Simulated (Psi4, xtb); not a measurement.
Torsional profile of octyltrichlorosilane, C₈H₁₇Cl₃Si, SMILES CCCCCCCC[Si](Cl)(Cl)Cl, singlet. Scanned: dihedral C4–C3–C2–C1; all other coordinates were relaxed at GFN2-xTB. Points at φ and −φ are mirror images. Heavy atoms are numbered in the order of the SMILES CCCCCCCC[Si](Cl)(Cl)Cl, hydrogens after them in the order of the atoms that carry them; the mirror image has the same energies with the sign of each dihedral reversed.

Levels of theory: PBE-D3(BJ)/def2-SVP // GFN2-xTB (Psi4); B3LYP/def2-SVP // GFN2-xTB (Psi4); GFN1-xTB // GFN2-xTB (xtb).

Energies in mEh, each method relative to its own lowest point.

```json
[
 {"φ / °": "-150", "PBE-D3(BJ)/def2-SVP": "2.5", "B3LYP/def2-SVP": "2.5", "GFN1-xTB": "1.6"},
 {"φ / °": "-120", "PBE-D3(BJ)/def2-SVP": "5.0", "B3LYP/def2-SVP": "5.2", "GFN1-xTB": "3.2"},
 {"φ / °": "-90", "PBE-D3(BJ)/def2-SVP": "2.4", "B3LYP/def2-SVP": "2.8", "GFN1-xTB": "1.4"},
 {"φ / °": "-60", "PBE-D3(BJ)/def2-SVP": "0.8", "B3LYP/def2-SVP": "1.4", "GFN1-xTB": "0.7"},
 {"φ / °": "-30", "PBE-D3(BJ)/def2-SVP": "4.4", "B3LYP/def2-SVP": "5.2", "GFN1-xTB": "3.4"},
 {"φ / °": "0", "PBE-D3(BJ)/def2-SVP": "8.0", "B3LYP/def2-SVP": "8.8", "GFN1-xTB": "5.6"},
 {"φ / °": "30", "PBE-D3(BJ)/def2-SVP": "4.4", "B3LYP/def2-SVP": "5.2", "GFN1-xTB": "3.4"},
 {"φ / °": "60", "PBE-D3(BJ)/def2-SVP": "0.8", "B3LYP/def2-SVP": "1.4", "GFN1-xTB": "0.7"},
 {"φ / °": "90", "PBE-D3(BJ)/def2-SVP": "2.4", "B3LYP/def2-SVP": "2.8", "GFN1-xTB": "1.4"},
 {"φ / °": "120", "PBE-D3(BJ)/def2-SVP": "5.0", "B3LYP/def2-SVP": "5.2", "GFN1-xTB": "3.2"},
 {"φ / °": "150", "PBE-D3(BJ)/def2-SVP": "2.5", "B3LYP/def2-SVP": "2.5", "GFN1-xTB": "1.6"},
 {"φ / °": "180", "PBE-D3(BJ)/def2-SVP": "0.0", "B3LYP/def2-SVP": "0.0", "GFN1-xTB": "0.0"}
]
```
